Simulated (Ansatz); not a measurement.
Program: Ansatz 0.2.0.

`CN[SiH](N)S` at its PBE0-D4/def2-TZVP geometry, where that method's forces vanish. Total charge 0; spin multiplicity 1.

```tsv
atom	x (Å)	y (Å)	z (Å)
C1	1.4605	1.1556	0.7642
N2	0.8410	0.3670	-0.2786
Si3	-0.5936	-0.5309	-0.0692
N4	-0.6615	-1.6216	-1.3773
S5	-2.4992	0.4656	-0.1984
H6	1.1023	2.1920	0.7958
H7	1.2471	0.7044	1.7363
H8	2.5483	1.1749	0.6493
H9	1.0304	0.7097	-1.2086
H10	-0.5109	-1.0430	1.3265
H11	-1.5244	-2.0746	-1.6261
H12	0.1476	-2.1591	-1.6407
H13	-2.5876	0.6601	1.1267
```

For each bond, give half the difference of the two atoms' forces along it (eV/Å; positive pushes the atoms apart) under PBE-D4, r2SCAN-D4, B3LYP-D4, ωB97M-V in def2-TZVPP. (Estimate.)

The calculation gave: 
```tsv
bond	length (Å)	PBE-D4	r2SCAN-D4	B3LYP-D4	ωB97M-V
C1–N2	1.447	0.05	0.22	0.26	0.29
C1–H6	1.097	0.10	-0.05	-0.07	-0.12
C1–H7	1.093	0.10	-0.05	-0.09	-0.09
C1–H8	1.094	0.09	-0.05	-0.09	-0.12
N2–Si3	1.705	0.09	-0.04	-0.02	-0.02
N2–H9	1.009	0.20	0.00	-0.07	-0.09
Si3–N4	1.704	0.09	0.01	0.08	0.10
Si3–S5	2.154	0.08	0.06	0.14	0.02
Si3–H10	1.489	-0.01	-0.05	-0.15	-0.18
N4–H11	1.006	0.18	0.01	-0.03	-0.03
N4–H12	1.006	0.18	0.02	-0.02	-0.03
S5–H13	1.342	0.25	0.00	-0.02	-0.08
```

B3LYP here is the variant with VWN-RPA as its local correlation; programs differ in this.
